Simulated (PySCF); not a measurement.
Input for PySCF: R-M06-2X/6-31G* on CH4O2S (a complex), monomers drawn apart or pushed together.

```python
from pyscf import gto, scf, dft, mp
from pyscf.data.elements import chemcore

mol = gto.M(
    atom='''
    C    -0.00756715    0.05997987   -0.05705564
    H    -0.09634303    1.05433247    0.37836588
    H    -0.78962454   -0.58605539    0.33942521
    H    -0.11048423    0.12919195   -1.13877248
    H     0.97087872   -0.35944156    0.17915124
    O     0.17616933    1.18895449    3.98898358
    S     0.41767070   -0.22366921    3.86675542
    O    -0.70128559   -1.12591043    3.91855797
    ''',
    basis='6-31g*',
    cart=True,
    charge=0, spin=0, verbose=3, max_memory=1800)
mf = dft.RKS(mol, xc='m062x')
mf.conv_tol = 1e-8
mf.max_cycle = 100
mf.kernel()
if not mf.converged:
    mf = mf.newton().run(mf.mo_coeff, mf.mo_occ)
```

### Question
What total energy does the run end on?

### Answer
-588.9714 hartree.
